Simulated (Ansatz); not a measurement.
CH3F3Si⁺, that is Si(CF3)H3 with one electron fewer: single points at one geometry.

```yaml
crystal:
  periodic: [false, false, false]
  atoms:
    - {symbol: Si, position_ang: [-0.002456, 0.003040, -0.983998]}
    - {symbol: C, position_ang: [0.002339, -0.002916, 0.945880]}
    - {symbol: F, position_ang: [-1.248091, 0.073901, 1.449493]}
    - {symbol: F, position_ang: [0.697333, 1.040341, 1.447573]}
    - {symbol: F, position_ang: [0.561572, -1.127656, 1.441200]}
    - {symbol: H, position_ang: [1.411811, -0.074449, -1.437120]}
    - {symbol: H, position_ang: [-0.642925, 1.269618, -1.427905]}
    - {symbol: H, position_ang: [-0.779582, -1.181879, -1.435123]}
basis:
  gaussian: {orbitals: def2-TZVP, initial_orbitals: start.molden}
total_charge: 1
magnetization: {spin_polarized: true, initial_magnetization: 1}
hamiltonian: {xc: pbe0, dispersion: d4}
scf: {omitted_lower_state_checks: [starts]}
output: {orbitals: {seedname: orbitals}}
```

The file start.molden holds the orbitals of an earlier run on this structure, at another level or in another basis.

```sh
$ ansatz run in.yaml --threads 4 --pin off --events-out ev --progress --plain --max-ram 3916MiB
```

It prints (some lines left out):

```
Functional definition: PBE0
1048 factors; their error is unknown
mean field evaluation 1: about -17088.7294 eV, gradient 1.6e2 eV
mean field evaluation 2: about -17093.7462 eV, gradient 4.9e0 eV
mean field evaluation 4: about -17093.8951 eV, gradient 2.3e-1 eV
mean field evaluation 8: about -17093.8952 eV, gradient 1.9e-5 eV
mean field -17093.89523758 eV, -628.1890633225 hartree, gradient 1.9e-5 eV, S^2 0.754206; 0 other end points of the search recorded, 0 dependent functions left out
reference -17093.89526423 eV, -628.1890643020 hartree; 25, 24 occupied and 154, 155 virtual orbitals, 1048 factors
Total energy: -17093.99119630 eV, -628.1925897406 hartree
Checks for a lower state left out: starts
```

Run time 2.9 s (4 threads of Arm Neoverse V2 on a shared host).

As the first input, with `hamiltonian: {xc: r2scan, dispersion: d4}` (abridged; 5.5 s):

```
Functional definition: r2SCAN
mean field -17101.84733352 eV, -628.4812974584 hartree, gradient 1.1e-5 eV, S^2 0.753475
Total energy: -17101.87439674 eV, -628.4822920134 hartree
Checks for a lower state left out: starts
```

First input, but with `hamiltonian: {xc: pbe, dispersion: d4}` (abridged; 2.5 s):

```
Functional definition: PBE
mean field evaluation 16: about -17093.5953 eV, gradient 8.2e-6 eV
mean field -17093.59531095 eV, -628.1780412222 hartree, gradient 8.2e-6 eV, S^2 0.751385
Total energy: -17093.71074558 eV, -628.1822833667 hartree
Checks for a lower state left out: starts
```

Geometry: r2SCAN-D4/def2-SVP, that of the neutral singlet.

At PBE-D4/def2-TZVP the gap within one spin of the charge 1 doublet nearly closes, so an electron or hole may be smeared out by delocalisation error.
